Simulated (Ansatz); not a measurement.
`C[SiH2][SiH2]S` + `C=N` → `C=N[SiH2]S` + `C[SiH3]`  (cleavage of the Si–Si bond)

Isolated molecules relaxed with PBE0-D4/def2-TZVP in Ansatz; ΔE leaves out vibrations. CCSD(T)/CBS adds triple-zeta CCSD(T) − MP2 to the extrapolated MP2 energy (def2 sets, frozen cores). This one scheme is used for every species. Functionals use def2-TZVPP. B3LYP here is the variant with VWN-RPA as its local correlation; programs differ in this. Each species was taken in one conformer, which may not be the lowest.

(1) Is it downhill or uphill in electronic energy at CCSD(T)/CBS, and by how much? (Estimate.)

(2) What do these levels give: revPBE-D4, B3LYP-D4, PBE0, RPA@PBE/def2-TZVPP, CCSD(T)/def2-SVP, CCSD(T)/def2-TZVPP? (Best estimate.)

Largest T1 diagnostic among the species: 0.013.

## Answers

(1) Computed: Downhill: ΔE = -38.9 kJ/mol.

(2) Computed: revPBE-D4 -25.7, B3LYP-D4 -40.4, PBE0 -30.0, RPA@PBE/def2-TZVPP -38.9, CCSD(T)/def2-SVP -34.5, CCSD(T)/def2-TZVPP -39.1 kJ/mol.

Leaving LDA and LC-ωPBE aside and taking each functional with its dispersion term where it has one, the values, not all of them listed here, spread over 22.7 kJ/mol, from B2PLYP to PBE-D4. LDA lies −4.2 kJ/mol from PBE without D4. From PBE to PBE0 (25 % exact exchange), in def2-TZVPP and without D4, ΔE moves by −3.8 kJ/mol. At CCSD(T), def2-SVP lies +4.5 kJ/mol from the extrapolated value and def2-TZVPP −0.1 kJ/mol.
